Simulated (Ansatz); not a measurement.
Reaction (formal exchange of groups at the Si–C bond): `O[SiH](O)C[SiH](F)F` + `O[SiH2]O` → `O[SiH](O)[SiH](F)F` + `C[SiH](O)O`

Program: Ansatz. Geometries: PBE0-D4/def2-TZVP. ΔE: electronic, gas phase. CBS: MP2 limit from def2 TZ/QZ plus the TZ coupled-cluster correction, frozen cores. Functionals use def2-TZVPP. Each species was taken in one conformer, which may not be the lowest.

CCSD(T)/CBS gives +0.55 eV.

**Question.** Another level gave +0.52 eV. Which?
A. ωB97X-V/def2-TZVPP
B. SCS-MP2/def2-TZVPP
C. PBE0-D4/def2-TZVPP
D. PBE/def2-TZVPP

**Answer.** A. ωB97X-V 0.52, PBE 0.37, PBE0-D4 0.46, SCS-MP2/def2-TZVPP 0.60 eV.

Largest T1 diagnostic among the species: 0.012.

From PBE to PBE0 (25 % exact exchange), in def2-TZVPP and without D4, ΔE moves by +0.07 eV. In def2-TZVPP, CCSD(T) changes the Hartree–Fock value by +0.06 eV (the triples alone add +0.01 eV) and MP2 by +0.13 eV. The D4 term adds +0.06 eV with B3LYP and +0.03 eV with PBE0; it sums over pairs of atoms, weighted by their polarisabilities, and B3LYP, whose exchange is more repulsive, gets the larger term.

B3LYP here is the variant with VWN-RPA as its local correlation; programs differ in this.
